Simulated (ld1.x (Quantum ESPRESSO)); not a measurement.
# sulfur, ultrasoft: configuration errors across variants

* Element: sulfur
* Generator: ld1.x (Quantum ESPRESSO) 7.5
* Type: ultrasoft
* Functional: LDA (PZ)
* Relativity: scalar-relativistic
* Frozen core: [Ne]
* Valence charge: 6
* Reference configuration: 3s2 3p4
* Partial waves: 3s (bound): rcut 1.15, rcutus 1.60 bohr; 3s channel at 2.15 Ry: rcut 1.15, rcutus 1.60 bohr; 3p (bound): rcut 1.45, rcutus 1.55 bohr; 3p channel at 0.85 Ry: rcut 1.45, rcutus 1.55 bohr; 3d channel at 0.15 Ry: rcut 0.95, rcutus 1.35 bohr; 3d channel at 2 Ry: rcut 0.95, rcutus 1.35 bohr
* Local potential: all-electron potential smoothed inside 1.25 bohr (lloc = -1)
* Core correction: none
* Augmentation charge: built from norm-conserving waves at rcut, not smoothed further

All-electron excitation energies from the reference (eV): (1) 3s2 3p3 11.863; (2) 3s2 3p2 34.236; (3) 3s2 3p1 68.394; (4) 3s2 3p0 115.377; (5) 3s1 3p4 22.660; (6) 3s2 3p4.3 -1.741; (7) 3s2 3p3.5 4.709; (8) 3s2 3p4 spin -0.706; (9) 3s2 3p3 spin 9.898.

Spin tests fill each open shell by Hund’s rule, majority spin first.

4 further variants failed, have other tests or another functional or relativity, and are left out.

Errors AE − PS in meV (a dash: test not solved or not reliable):

| change | (1) | (2) | (3) | (4) | (5) | (6) | (7) | (8) | (9) | bound ghosts |
| --- | --- | --- | --- | --- | --- | --- | --- | --- | --- | --- |
| base | +2.0 | +23 | +105 | +333 | +5.6 | +0.2 | +0.1 | +63 | +200 | none |
| wave 3p channel at 0.85 Ry: rcut 1.45, rcutus 1.55 bohr becomes 3p channel at 0.09 Ry: rcut 1.45, rcutus 1.55 bohr | +2.0 | +23 | +105 | +333 | +5.5 | +0.2 | +0.1 | +63 | +200 | none |
| all radii scaled by about 1.20 (s 1.94, p 1.86, d 1.62 bohr, rcut 1.38/1.74/1.14); local potential all-electron potential smoothed inside 1.50 bohr (lloc = -1) | +1.9 | +23 | +103 | +325 | +6.4 | +0.2 | +0.1 | +63 | +198 | none |
| waves 3d channel at 0.15 Ry: rcut 0.95, rcutus 1.64 bohr; 3d channel at 2 Ry: rcut 0.95, rcutus 1.64 bohr | +2.0 | +23 | +105 | +333 | +5.6 | +0.2 | +0.1 | +63 | +200 | none |
| augmentation PSQ, radius 1.00 bohr | +0.8 | +13 | +64 | +212 | +3.7 | +0.2 | -0.1 | +70 | +220 | none |
| type TM; waves now 3p (bound): rc 1.55 bohr; 3d channel at 0.15 Ry: rc 1.35 bohr; 3s (bound): rc 1.60 bohr; local potential the s channel | +5.0 | +38 | +143 | +393 | +9.6 | +0.4 | +0.7 | +63 | +202 | none |
| local potential all-electron potential smoothed inside 1.45 bohr (lloc = -1) | +2.0 | +23 | +105 | +333 | +5.6 | +0.2 | +0.1 | +63 | +200 | none |

Question: Give the same row for: waves 3s (bound): rcut 1.15, rcutus 1.70 bohr; 3s channel at 2.15 Ry: rcut 1.15, rcutus 1.70 bohr.

Answer: +2.0, +23, +105, +334, +5.6, +0.2, +0.1, +63, +200; bound ghosts: none.
